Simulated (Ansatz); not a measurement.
`[BH2][SnH2][C]#C` + `NC=O` → `[BH2][SnH2][NH2]` + `C#CC=O` at 400 K and 1 bar (formal exchange of groups at the Sn–C bond).

Isolated molecules relaxed with PBE0-D4/def2-TZVP in Ansatz; ΔE leaves out vibrations. CBS: MP2 limit from def2 TZ/QZ plus the TZ coupled-cluster correction, frozen cores. This one scheme is used for every species. Elements past krypton have def2 core potentials. For Sn outer-core shells are correlated without core-valence functions, which leaves a few kJ/mol of doubt a bond. Each species was taken in one conformer, which may not be the lowest.

```tsv
species	CCSD(T)/CBS energy (Eh)	H − E (kJ/mol)	S (J/(mol·K))
`[BH2][SnH2][C]#C`	-317.81248	168.6	386.0
`NC=O`	-169.73435	138.1	273.8
`[BH2][SnH2][NH2]`	-297.08243	183.8	366.8
`C#CC=O`	-190.43458	118.8	293.7
```

H − E and S are ideal-gas, rigid-rotor, harmonic terms from PBE0-D4/def2-TZVP, for one conformer and one mirror image of each species. 1 Eh = 2625.50 kJ/mol, R = 8.31446 J/(mol·K).

By hand: ΔE, ΔH, ΔS and ΔG.

ΔE = (-297.08243) + (-190.43458) − (-317.81248) − (-169.73435) = 0.02982 Eh = 78.3 kJ/mol. Δ(H − E) = 183.8 + 118.8 − 168.6 − 138.1 = -4.1, so ΔH = 74.2 kJ/mol. ΔS = 366.8 + 293.7 − 386.0 − 273.8 = 0.7 J/(mol·K). ΔG = 74.2 − 400 × (0.7)/1000 = 73.9 kJ/mol.

By hand: the equilibrium constant, and the temperature at which ΔG would vanish if ΔH and ΔS stayed fixed.

log₁₀ K = −ΔG/(RT ln 10) = -9.7. ΔG = 0 at ΔH/ΔS = 106000 K, far beyond where these terms or the molecules hold.

The number of gas molecules stays the same, so ΔS is small and ΔH decides. A doubt of 5 kJ/mol in ΔE shifts log₁₀ K by 0.7 here. Other conformers and mirror images would add mixing entropy, several J/(mol·K) or more a flexible species. These are equilibria of isolated gas molecules and say nothing of rates. Largest T1 diagnostic: 0.016 (customary marks: 0.02 for closed shells, 0.045 for open ones).
